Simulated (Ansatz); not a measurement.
Geometry optimisation, RKS B3LYP/def2-SVP in Ansatz.

The input (input.yaml):

```yaml
crystal:
  periodic: [false, false, false]
  atoms:
    - { symbol: C, position_ang: [1.447, 0.6696, -0.4722] }
    - { symbol: C, position_ang: [0.0795, 0.563, -0.6314] }
    - { symbol: F, position_ang: [-0.69872, -0.25829, 0.16577] }
    - { symbol: Sn, position_ang: [-0.79717, 1.73509, -2.09976] }
    - { symbol: H, position_ang: [1.9365, 0.1496, 0.2593] }
    - { symbol: H, position_ang: [1.9467, 1.4121, -1.1272] }
    - { symbol: H, position_ang: [-2.56721, 1.44054, -2.07688] }
    - { symbol: H, position_ang: [-0.51676, 3.41744, -1.79518] }
    - { symbol: H, position_ang: [-0.21875, 1.28499, -3.7329] }
basis:
  gaussian: { orbitals: def2-SVP }
hamiltonian:
  xc: b3lyp
relax:
  f_tol: 0.015
  max_steps: 40
output:
  orbitals: {}
```

Run as:

```bash
$ ansatz run input.yaml --threads 2 --pin off --max-ram 3072MiB --backend cpu --events-out ev --progress --plain --runs-dir out
```

Q: Where does it end, and by what steps?

A: It converged. After 19 steps the energy has fallen by 0.485 eV; F3 moved furthest, 1.06 Å.

```tsv
step	energy less start (eV)	largest force component (eV/Å)	accepted
0	0.0000	4.026	yes
1	-0.2816	1.590	yes
2	-0.3960	1.102	yes
3	-0.4420	0.114	yes
4	-0.4460	0.091	yes
5	-0.4460	0.371	no
6	-0.4429	0.361	no
7	-0.4480	0.034	yes
8	-0.4520	0.069	yes
9	-0.4539	0.291	yes
10	-0.4602	0.245	yes
11	-0.4741	0.115	yes
12	-0.4792	0.248	yes
13	-0.4813	0.083	yes
14	-0.4842	0.025	yes
15	-0.4848	0.015	yes
16	-0.4850	0.041	yes
17	-0.4850	0.032	yes
18	-0.4851	0.019	yes
19	-0.4851	0.002	yes
```

```xyz
9
Properties=species:S:1:pos:R:3
C 1.377 0.821 -0.217
C 0.252 0.493 -0.854
F -0.282 -0.738 -0.678
Sn -0.892 1.745 -2.210
H 1.875 0.107 0.448
H 1.821 1.809 -0.350
H -2.477 1.940 -1.581
H -0.091 3.260 -2.327
H -0.971 0.976 -3.743
```

Run time: 34 s on 2 threads of Intel(R) Xeon(R) 6975P-C (Granite Rapids) (shared host), peak memory 0.22 GiB.
